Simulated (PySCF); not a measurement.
**A survey of ¹⁹F NMR shifts**

Theoretical values (PySCF): shielding tensors at PBE0/pcSseg-1 (GIAO), geometry: GFN2-xTB. Gas phase, no relativistic terms, fast rotation and ring inversion assumed for equivalent nuclei, a single conformation.

Shieldings were converted by a linear fit to measured shifts: ¹⁹F (scatter 6.0 ppm rms, 7.0 ppm with the 5 outliers that the fit left out vs CFCl3, solution or neat liquid, with a term for F on sp3 carbon). Occasional misses reach two or three times the rms, and more in compound classes unlike the fitted ones.

Match the shifts 27.1, 16.3, -171.8, -203.4, -214.0 ppm to `C#C[C@@H]1[SiH2]CC[C@H]1F`, `C#C[Si@@H]1CCC[C@@H]1F`, `CC#C[Si@@H]1C[SiH2][C@@H](F)C1`, `COCC(=O)F`, `N#Cc1csc(C(=O)F)c1`.

## Answers

27.1: COCC(=O)F (fluorine bonded to C); 16.3: N#Cc1csc(C(=O)F)c1 (fluorine bonded to C); -171.8: C#C[C@@H]1[SiH2]CC[C@H]1F (fluorine on an sp3 carbon); -203.4: CC#C[Si@@H]1C[SiH2][C@@H](F)C1 (fluorine on an sp3 carbon); -214.0: C#C[Si@@H]1CCC[C@@H]1F (fluorine on an sp3 carbon).
